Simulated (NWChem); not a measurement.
System: C$_{2}$H$_{7}$NOSi; SMILES C=C[Si@@H](N)O

Here is an NWChem input.

```
start job
memory heap 200 mb stack 900 mb global 1100 mb
geometry units angstroms noautosym nocenter noautoz
  C      0.037604    -2.273100     0.315898
  C     -0.721738    -1.261304    -0.120564
  Si    -0.067999     0.461501    -0.371040
  N     -1.067239     1.587278     0.464864
  O      1.522772     0.350792     0.142205
  H      1.099175    -2.123987     0.540627
  H     -0.363471    -3.281975     0.467934
  H     -1.782194    -1.452646    -0.332805
  H     -0.104673     0.923557    -1.793513
  H     -1.299504     1.470564     1.444399
  H     -1.146041     2.553086     0.171342
  H      2.064257     1.135500     0.024543
end
basis spherical
  * library 6-31g*
end
dft
  xc b3lyp
  iterations 150
end
cosmo
  do_cosmo_smd true
  solvent propnol2
end
task dft energy
```

All runs use the structure optimised with PBE0/def2-SVP. Not confirmed as a minimum by frequencies. Solvent: 2-propanol.

Level: B3LYP/6-31G* with SMD (1 M gas to 1 M solution), gas-phase geometry. Reactions with the solvent are ignored.

**Question.** What results follow from this input? (B3LYP/6-31G* (spherical d), SMD on the gas-phase geometry.) Quantities: solvation free energy (kcal/mol); cavity-dispersion-structure term (kcal/mol); dipole in solution (D).

**Answer.** 
- solvation free energy (kcal/mol): -7.0
- cavity-dispersion-structure term (kcal/mol): 1.6
- dipole in solution (D): 2.37
